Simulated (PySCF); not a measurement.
Polarisability and C₆ of In³⁺ (indium, charge +3)

[Kr] 4d10, closed-shell 1S. All numbers are calculated (PySCF 2.14, the spin-free X2C one-electron Hamiltonian (Gaussian nucleus), in aug-cc-pVQZ-DK3 (9s8p6d3f2g, 102 functions)). Coupled (time-dependent) response in atomic units; α is the mean over directions.

```json
{"method": "CAM-B3LYP", "mean α (bohr³)": "3.091", "C₆ (like pair)": "11.13", "S(−4)": "1.843"}
```

S(−4) is the Cauchy moment in α(ω) = α(0) + S(−4) ω² + …

α(iu) at CAM-B3LYP:

```
u (hartree)  α(iu) (bohr³)
          0          3.091
     0.0500          3.087
      0.100          3.073
      0.200          3.020
      0.300          2.939
      0.500          2.717
      0.750          2.400
       1.00          2.095
       1.50          1.587
       2.00          1.216
       3.00         0.7492
       5.00         0.3459
```

A single London oscillator, α(iu) = α/(1 + u²/ω²), gives C₆ = (3/4) ω α². Matching the computed C₆ needs ω = 4 × 11.13 / (3 × 3.091²) = 1.55 hartree.

For an ion, C₆ is the dispersion term alone; charge-induced terms of lower order in 1/R come first.
